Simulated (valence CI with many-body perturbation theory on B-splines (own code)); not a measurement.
The numbers below are computed, except where a source is named.
## W XLIII: what the settings do

Level of theory: configuration interaction combined with many-body perturbation theory (CI+MBPT): four valence electrons over a frozen Dirac-Fock core [Ar] 3d10, radial functions for each j: 6 s, 6 p, 5 d, 3 f, 1 g, with the one-electron correlation potential Σ1, the two-electron term Σ2, the three-electron term Σ3, Breit, model QED; selected CI, second order for the rest, scaled by the run's own slope (own B-spline code, finite nucleus).

The last digits are not significant, and no measured levels were compared; by estimate large intervals hold to a few tenths of a per cent, small ones and those within an open d or f shell to about a per cent.

The reference run has the lowest level (4s^2 4p1/2^2) J=0 and an ionisation energy of 2146.97 eV. Its largest variational space holds 9997 state functions.

Levels are named by their leading jj configuration (3d3/2^4 stands for four electrons in 3d with j = 3/2), which in mixed levels can hold well under half, so a name can repeat and another be missing. Letters in brackets count levels of one name in rising energy.

Reference levels: (4s^2 4p1/2 4p3/2) J=1 738321, (4s^2 4p1/2 4p3/2) J=2 773036, (4s 4p1/2^2 4p3/2) J=2 1513400, (4s^2 4p3/2^2) J=2 1537570, (4s^2 4p3/2^2) J=0 1612590, (4s 4p1/2^2 4p3/2) J=1 1631910, (4s^2 4p1/2 4d3/2) J=2 1973490, (4s^2 4p1/2 4d3/2) J=1 2120330, (4s 4p1/2 4p3/2^2) J=2 [a] 2157420, (4s^2 4p1/2 4d5/2) J=3 2192700, (4s 4p1/2 4p3/2^2) J=2 [b] 2286350, (4s 4p1/2 4p3/2^2) J=3 2322860 cm⁻¹.

Question: Rank these changes by the mean size of the shift of these levels, smallest first.
A. scale of Σ1 1 → 0
B. correlating orbitals by l 3 3 3 2 1 → 4 4 3 0 0; size limit of the variational space 10000 → 1500
C. selection threshold (hartree) 2e-08 → 1e-05
D. orbitals per symmetry with explicit Σ2 and valence Breit (the others get mean screening factors) 5 → 3

Answer: C (3.8 cm⁻¹), D (17 cm⁻¹), B (460 cm⁻¹), A (2000 cm⁻¹).
